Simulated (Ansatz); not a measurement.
The molecule ZrO+, multiplicity 2 (lowest of 2S+1 = 2, 4, 6, 8 at CCSD(T)/def2-TZVPP on PBE0 minima; our sources give no spin for the ground state, which may be another). No spin–orbit coupling.

Seven points along R, fitted to fifth degree in 1/R; most abundant isotopes. In def2 and cc sets the state is the lowest found near the PBE0 minimum, followed along R.

Codes used: Ansatz (Gaussian orbitals).  In def2 rows elements past Kr take small-core potentials, without spin–orbit coupling.

Energies at B97M-V/def2-TZVPP:

```tsv
R (Å)	E (hartree)
1.561850	-121.99709806
1.603835	-122.00849770
1.642461	-122.01450877
1.686126	-122.01699799
1.729791	-122.01571600
1.780173	-122.01047913
1.838952	-122.00045229
```

### Question
With a reduced mass of 13.5791 u, find the minimum, the force constant and the constants.

### Answer
A fifth-degree polynomial in 1/R puts the minimum at r_e = 1.6917 Å with force constant 838 N/m. Then ω_e = (1/2πc)√(k/μ) = 1023 cm⁻¹ and B_e = h/(8π²cμr_e²) = 0.4338 cm⁻¹; the cubic and quartic terms give α_e = 0.0018 and ω_e x_e = 3.2 cm⁻¹.

Ansatz is a program for electronic structure.
